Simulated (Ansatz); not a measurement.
A nudged elastic band was laid between two geometries of C$_{3}$H$_{10}$OSi (15 atoms, charge 0, multiplicity 1).

Computed with Ansatz 0.2.0, RKS B3LYP/def2-SVP.

- movable images: 7
- climbing image: yes
- spring: 5.0 eV/Å²
- optimiser: quadratic models (default)
- start path: IDPP
- force threshold: 0.03 eV/Å
- iteration limit: 39
- end points: relaxed

First end point:

```xyz
15
Properties=species:S:1:pos:R:3
O -2.035 -0.883 0.234
C -1.317 -0.284 -0.828
C 0.118 -0.794 -0.791
C 0.865 -0.494 0.521
Si 1.281 1.319 0.891
H -2.917 -0.494 0.270
H -1.329 0.823 -0.746
H -1.764 -0.536 -1.811
H 0.659 -0.368 -1.655
H 0.090 -1.886 -0.949
H 0.278 -0.889 1.367
H 1.825 -1.040 0.532
H 0.060 2.156 1.099
H 2.109 1.399 2.131
H 2.057 1.921 -0.237
```

Last end point:

```xyz
15
Properties=species:S:1:pos:R:3
O -2.184 -0.704 -0.011
C -1.270 -0.275 -1.001
C 0.138 -0.851 -0.820
C 0.798 -0.529 0.533
Si 1.085 1.300 0.955
H -2.015 -0.205 0.798
H -1.227 0.833 -1.052
H -1.676 -0.614 -1.968
H 0.770 -0.481 -1.648
H 0.078 -1.947 -0.937
H 0.202 -0.975 1.350
H 1.782 -1.026 0.590
H -0.207 2.017 1.190
H 1.899 1.406 2.202
H 1.805 2.000 -0.151
```

What changes between the two ends?

No bond is made or broken. The dihedral H6–O1–C2–H7 goes from 53 to -48°.

What energy profile does the band end with?

The forces met the threshold. The highest image is number 4 of 0 to 8, 0.037 eV above the first end and 0.019 eV above the last; the last end lies 0.019 eV above the first. A vibrational analysis at the climbing image gives one clearly imaginary mode, 247i cm⁻¹: a first-order saddle point.

| image | path coordinate (Å) | energy (eV) | dihedral H6–O1–C2–H7 (°) |
| --- | --- | --- | --- |
| 0 | 0.00 | 0.000 | 53 |
| 1 | 0.24 | 0.001 | 50 |
| 2 | 0.47 | 0.011 | 36 |
| 3 | 0.71 | 0.028 | 17 |
| 4 | 0.95 | 0.037 | -4 |
| 5 | 1.11 | 0.034 | -18 |
| 6 | 1.28 | 0.025 | -32 |
| 7 | 1.45 | 0.020 | -43 |
| 8 | 1.61 | 0.019 | -48 |

What is the geometry of the highest image?


```xyz
15
Properties=species:S:1:pos:R:3
O -2.101 -0.889 0.078
C -1.282 -0.327 -0.934
C 0.158 -0.827 -0.818
C 0.832 -0.510 0.527
Si 1.154 1.316 0.928
H -2.450 -0.179 0.627
H -1.305 0.779 -0.897
H -1.684 -0.614 -1.924
H 0.741 -0.407 -1.658
H 0.147 -1.921 -0.966
H 0.216 -0.932 1.340
H 1.807 -1.024 0.588
H -0.118 2.076 1.135
H 1.957 1.424 2.182
H 1.907 1.983 -0.179
```

What are the harmonic wavenumbers there?

247i, 44, 118, 189, 214, 326, 484, 509, 589, 695, 778, 878, 908, 939, 955, 962, 1010, 1050, 1089, 1153, 1168, 1265, 1310, 1340, 1380, 1416, 1431, 1457, 1486, 2200, 2209, 2219, 2995, 3019, 3033, 3039, 3066, 3082, 3864 cm⁻¹.

The band took 5 iterations and about 6 core-minutes.

The run took 3.1 min on 2 threads of Intel(R) Xeon(R) Platinum 8259CL CPU @ 2.50GHz (Skylake/Cascade Lake) (shared host), peak memory 0.33 GiB.
